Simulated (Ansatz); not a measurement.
`B[NH][AlH][SiH](F)Cl` + HCl → `F[SiH](Cl)Cl` + `B[NH][AlH2]`  (cleavage of the Si–Al bond)

Calculated with Ansatz (gas phase, PBE0-D4/def2-TZVP geometries, no zero-point term in ΔE). CCSD(T)/CBS adds triple-zeta CCSD(T) − MP2 to the extrapolated MP2 energy (def2 sets, frozen cores). This one scheme is used for every species. Functionals use def2-TZVPP. HSE06 is defined as in plane-wave codes. Each species was taken in one conformer, which may not be the lowest.

`B[NH][AlH][SiH](F)Cl`:

```xyz
11

B    -1.611   -0.187    1.105
N    -0.806   -1.278    0.737
Al    0.637   -1.108   -0.324
Si    1.192    1.157   -1.119
F    -0.068    1.914   -1.753
Cl    1.837    2.251    0.506
H    -2.558   -0.333    1.826
H    -1.329    0.900    0.680
H    -1.069   -2.179    1.114
H     1.497   -2.399   -0.646
H     2.279    1.262   -2.127
```

HCl:

```xyz
2

Cl    0.442   -0.333    0.320
H    -0.442    0.333   -0.320
```

`F[SiH](Cl)Cl`:

```xyz
5

F    -1.324   -0.376   -0.854
Si   -0.091   -0.016    0.068
Cl    0.593    1.812   -0.467
Cl    1.347   -1.411   -0.217
H    -0.526   -0.009    1.469
```

`B[NH][AlH2]`:

Z-matrix (Å, degrees):
```
B
N 1 1.403
H 1 1.201 2 118.6
H 1 1.200 2 120.9 3 180.0
Al 2 1.803 1 124.4 3 -0.0
H 2 1.012 1 115.8 3 -180.0
H 5 1.577 2 118.3 1 0.1
H 5 1.583 2 117.1 1 -179.8
```

Task: Is it downhill or uphill in electronic energy at CCSD(T)/CBS, and by how much? (Estimate.)

Result: Ansatz gave: Downhill: ΔE = -106.0 kJ/mol.

Task: What do these levels give: B97M-V, ωB97X-V, PBE, HSE06, HF/def2-TZVPP, MP2/def2-QZVPP? (An estimate is asked.)

Result: The calculation gave: B97M-V -122.2, ωB97X-V -105.9, PBE -94.0, HSE06 -99.9, HF/def2-TZVPP -121.6, MP2/def2-QZVPP -116.7 kJ/mol.

Largest T1 diagnostic among the species: 0.012.

Leaving LDA and LC-ωPBE aside and taking each functional with its dispersion term where it has one, the values, not all of them listed here, spread over 31.3 kJ/mol, from B97M-V to PBE-D4. In def2-TZVPP, CCSD(T) changes the Hartree–Fock value by +17.7 kJ/mol (the triples alone add +1.4 kJ/mol) and MP2 by +6.5 kJ/mol. From BLYP to BHLYP (50 % exact exchange), in def2-TZVPP and without D4, ΔE moves by −10.7 kJ/mol.
